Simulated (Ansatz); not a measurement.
Molecular dynamics of Be16H

Input file:

```yaml
accuracy: low
crystal:
  lattice:
    - [-2.29, -3.966396, 0.0]
    - [3.435, -1.983198, 0.0]
    - [0.0, 0.0, 7.17686]
  atoms:
    - { symbol: Be, position: [0.75380185, 0.53045143, 0.0166477] }
    - { symbol: Be, position: [0.49197379, 0.34433891, 0.24411281] }
    - { symbol: Be, position: [0.69328587, 0.5019746, 0.5133308] }
    - { symbol: Be, position: [0.52622313, 0.26424123, 0.77483554] }
    - { symbol: Be, position: [0.52364469, 0.02590305, 0.03487059] }
    - { symbol: Be, position: [0.27444462, 0.75823302, 0.23808181] }
    - { symbol: Be, position: [0.48978306, -0.04632177, 0.48477384] }
    - { symbol: Be, position: [0.23974513, 0.8613277, 0.72074901] }
    - { symbol: Be, position: [0.26533819, 0.52455665, -0.04001812] }
    - { symbol: Be, position: [0.00202767, 0.281463, 0.25481118] }
    - { symbol: Be, position: [0.23732104, 0.51138429, 0.50629307] }
    - { symbol: Be, position: [0.00755327, 0.3743855, 0.72046065] }
    - { symbol: Be, position: [0.00424603, -0.00135757, 0.02516988] }
    - { symbol: Be, position: [0.72276428, 0.86011285, 0.25546237] }
    - { symbol: Be, position: [-0.00378195, 0.00788801, 0.48563344] }
    - { symbol: Be, position: [0.76577421, 0.8381049, 0.76833826] }
    - { symbol: H, position: [0.77010326, 0.41719292, 0.3409163] }
basis:
  ecutwfc: 420.0
kpoints:
  mp_grid: { grid: [4, 4, 3] }
hamiltonian:
  xc: pbe
  dispersion: d3bj
scf:
  occupations: { method: fermi_dirac, width: 0.15 }
  lower_state_search: "off"
  convergence: { dr2_threshold: 0.1 }
  max_iter: 96
md:
  timestep: 0.75
  n_steps: 200
  ensemble: nvt_nose_hoover
  temperature: 2100.0
  initial_velocities: maxwell_boltzmann
  seed: 646413
  nose_hoover: { tau: 100.0, chain_length: 3 }
```

Run as:

```bash
$ ansatz run input.yaml --threads 1 --pin off --max-ram 3072MiB --backend cpu --events-out ev --progress --plain --runs-dir out
```

It goes on from the last frame of an earlier run, with new velocities.

Output, in part (warnings, step lines):

```
WARN: F and its Harris–Foulkes estimate disagree by 1.45e-2 eV at the final density (on a DFT+U run the figure also counts the on-site term, by absolute value) — the energy may not be reliable. Consider tightening scf.convergence.
WARN: F and its Harris–Foulkes estimate disagree by 2.05e-2 eV at the final density (on a DFT+U run the figure also counts the on-site term, by absolute value) — the energy may not be reliable. Consider tightening scf.convergence.
WARN: F and its Harris–Foulkes estimate disagree by 2.39e-2 eV at the final density (on a DFT+U run the figure also counts the on-site term, by absolute value) — the energy may not be reliable. Consider tightening scf.convergence.
WARN: F and its Harris–Foulkes estimate disagree by 1.15e-2 eV at the final density (on a DFT+U run the figure also counts the on-site term, by absolute value) — the energy may not be reliable. Consider tightening scf.convergence.
WARN: F and its Harris–Foulkes estimate disagree by 1.83e-2 eV at the final density (on a DFT+U run the figure also counts the on-site term, by absolute value) — the energy may not be reliable. Consider tightening scf.convergence.
WARN: F and its Harris–Foulkes estimate disagree by 2.62e-2 eV at the final density (on a DFT+U run the figure also counts the on-site term, by absolute value) — the energy may not be reliable. Consider tightening scf.convergence.
md step     0: t =     0.00 fs  T =  2100.0 K  F+E_penalty+E_count = -1500.86720752 eV  E_kin = 4.343136 eV  conserved = -1496.52407155 eV  (6 SCF iters)
[... lines left out ...]
```

The steps, from the saved trajectory:

| time (fs) | T (K) | potential energy less start (eV) | conserved less start (meV/atom) |
| --- | --- | --- | --- |
| 0.0 | 2100 | 0.000 | 0.00 |
| 4.5 | 2187 | -0.112 | 4.04 |
| 9.0 | 1808 | 0.667 | 3.79 |
| 13.5 | 1536 | 1.230 | 3.68 |
| 18.0 | 1647 | 1.016 | 4.35 |
| 22.5 | 1914 | 0.506 | 6.28 |
| 27.0 | 1901 | 0.531 | 5.51 |
| 31.5 | 1860 | 0.643 | 6.42 |
| 36.0 | 1971 | 0.418 | 5.95 |
| 40.5 | 1938 | 0.532 | 7.60 |
| 45.0 | 1965 | 0.488 | 7.27 |
| 49.5 | 2139 | 0.145 | 7.15 |
| 54.0 | 2056 | 0.434 | 12.85 |
| 58.5 | 2013 | 0.545 | 12.86 |
| 63.0 | 1625 | 1.447 | 17.55 |
| 67.5 | 1616 | 1.470 | 16.59 |
| 72.0 | 2213 | 0.270 | 16.92 |
| 76.5 | 2487 | -0.177 | 21.75 |
| 81.0 | 2114 | 0.652 | 23.11 |
| 85.5 | 1689 | 1.613 | 26.22 |
| 90.0 | 1643 | 1.733 | 26.00 |
| 94.5 | 1935 | 1.177 | 26.77 |
| 99.0 | 2509 | 0.096 | 30.27 |
| 103.5 | 2699 | -0.246 | 29.91 |
| 108.0 | 2571 | 0.144 | 34.24 |
| 112.5 | 2196 | 0.961 | 33.99 |
| 117.0 | 1688 | 2.061 | 34.68 |
| 121.5 | 1606 | 2.306 | 37.07 |
| 126.0 | 1847 | 1.844 | 36.53 |
| 130.5 | 1798 | 2.032 | 38.50 |
| 135.0 | 1664 | 2.367 | 38.75 |
| 139.5 | 1954 | 1.832 | 38.93 |
| 144.0 | 2231 | 1.405 | 42.81 |
| 148.5 | 2530 | 0.866 | 41.85 |

All steps were run. The conserved energy wandered by up to 44.5 meV per atom (net 44.5 meV per atom), which is poor conservation. A run of 0.15 ps of so small a system gives no equilibrium averages. The SCF threshold is loose, so the forces are noisy. Limits of this set-up: coarse k mesh, odd electron count without spin, low accuracy level.

Mean squared displacements from the first frame to the last, about the centre of mass: Be 0.15 Å², H 2.66 Å².

Last frame:

```xyz
17
Lattice="-2.2900 -3.9664 0.0000 3.4350 -1.9832 0.0000 0.0000 0.0000 7.1769" Properties=species:S:1:pos:R:3
Be -0.367 -4.146 -0.224
Be -0.024 -2.589 1.980
Be 0.236 -4.192 3.417
Be 0.211 -2.679 5.532
Be -0.977 -2.066 -0.041
Be 2.120 -2.717 1.972
Be -1.114 -1.804 3.694
Be 2.237 -2.369 5.341
Be 1.102 -2.125 -0.096
Be 1.619 -0.755 1.581
Be 1.075 -1.758 3.534
Be 1.167 -0.613 5.205
Be -0.091 0.184 0.320
Be 1.351 -4.741 1.845
Be -0.277 0.001 3.695
Be 0.983 -4.554 5.343
H -1.952 -4.009 2.342
```

Time of the run: 14 min on 1 thread of Arm Neoverse V1, on a shared host, peak memory 0.41 GiB.
